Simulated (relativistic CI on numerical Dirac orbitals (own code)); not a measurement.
L2,3 absorption of manganese in several valence states

Computed multiplet spectra 2p⁶3dⁿ → 2p⁵3dⁿ⁺¹ (Dirac-Coulomb-Breit ions, Slater integrals scaled by 0.9, an assumed crystal field that grows with the charge, no charge transfer; 300 K; Lorentzian 0.4 eV and Gaussian 0.3 eV FWHM at both edges, so that L2 comes out sharper than in experiment). Peaks over 5 % are given in eV from the highest peak in the L3 region of each spectrum (height, largest 100). S of the lowest state is read from ⟨S²⟩, and the branching ratio is the share of L3, cut at the minimum between the edges.

Field parameters in Wybourne normalisation: Td as Oh with Dq negative (B⁴₀ = 21Dq, B⁴₄ = √(5/14) B⁴₀). The field is a parameter set, without covalency.

- Mn2+ (d5, Td, 10Dq = -7100 cm⁻¹): S = 2.50, high spin, branching ratio 0.78; peaks -1.8 (11), 0.0 (100), 1.4 (38), 4.2 (13), 9.8 (11), 10.6 (14), 12.1 (18), 12.5 (21)
- Mn3+ (d4, Td, 10Dq = -9150 cm⁻¹): S = 2.00, high spin, branching ratio 0.76; peaks -4.8 (6), -3.7 (9), -2.4 (14), -1.6 (22), 0.0 (100), 0.9 (92), 2.9 (49), 6.5 (33), 7.8 (30), 9.1 (24), 11.4 (39), 11.9 (36), 12.9 (22), 13.8 (12)
- Mn4+ (d3, Td, 10Dq = -11200 cm⁻¹): S = 1.50, branching ratio 0.60; peaks -2.6 (19), -1.7 (23), 0.0 (100), 0.7 (96), 1.4 (71), 2.4 (59), 4.1 (29), 7.1 (37), 8.4 (37), 9.0 (34), 9.8 (30), 11.1 (42), 12.1 (40)
- Mn5+ (d2, Td, 10Dq = -13300 cm⁻¹): S = 1.00; peaks -2.6 (13), 0.0 (100), 2.4 (13), 3.5 (24), 6.6 (13), 7.5 (31), 8.2 (55), 8.9 (34), 11.0 (62)

The centroid of the whole edge, which also moves with the branching ratio, lies at 645.5 (Mn2+), 648.6 (Mn3+), 652.8 (Mn4+), 658.4 (Mn5+) eV in this ionic model, in steps of 3.1 to 5.6 eV. Compounds show about 1 to 2 eV a unit and lower energies for the high valences, since ligands screen the charge. The multiplet shape follows the d count and the spin state, and so serves as a fingerprint of valence.
